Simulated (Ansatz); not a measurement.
# Which method gave which barrier?

Saddle point of GaH2Cl, closed shell (GaH₂Cl ([Cl][GaH2]) → GaH + HCl; bonds formed: Cl2–H3; bonds broken: Ga1–Cl2, Ga1–H3), PBE0-D4/def2-TZVP structure:

```tsv
atom	x (Å)	y (Å)	z (Å)
Ga1	-0.7175	0.4496	-0.2332
Cl2	1.5078	-0.8461	0.1011
H3	0.6370	-0.0785	-1.0562
H4	-1.4273	0.4749	1.1884
```

Computed with Ansatz 0.2.0 (basis: def2-TZVPP, with def2-QZVPP for the basis limit); correlated methods freeze the cores. Filled d shells of the heavier atoms are correlated. The def2 sets are not built for correlating such inner shells, so the correlated values are less sure here. Extrapolation: Hartree–Fock as exp(−7.88 √X), correlation as X^−2.97. Four methods, as single points on the PBE0-D4 structures, gave these electronic barriers from the start structure: 45.77, 54.17, 61.12, 74.07 kcal/mol.

(1) The methods were, in alphabetical order, BLYP-D4, HF, MP2, PBE0-D4. Which gave which? (A judgement: the text doesn't fix the answer.)

T1 diagnostic: at most 0.016. The restricted Hartree–Fock reference is unstable towards an unrestricted one at one or more of these structures.

Results:

(1) The calculation gives: BLYP-D4 45.77; PBE0-D4 54.17; MP2 61.12; HF 74.07 kcal/mol. For comparison, CCSD(T) at an estimated basis limit (MP2 extrapolated from triple and quadruple zeta, plus CCSD(T) − MP2 in triple zeta) gives 57.23 kcal/mol.

Labels in which every atom is bracketed show which atoms are joined, not bond orders.

For scale, one of the runs: CCSD(T)/def2-TZVPP, 118 basis functions, launched by `ansatz run in.yaml --threads 2 --pin off --events-out ev --progress --plain --max-ram 4352MiB`. Hardware: 2 CPU threads of an Arm Neoverse V1, shared host. Wall time about 7 s.
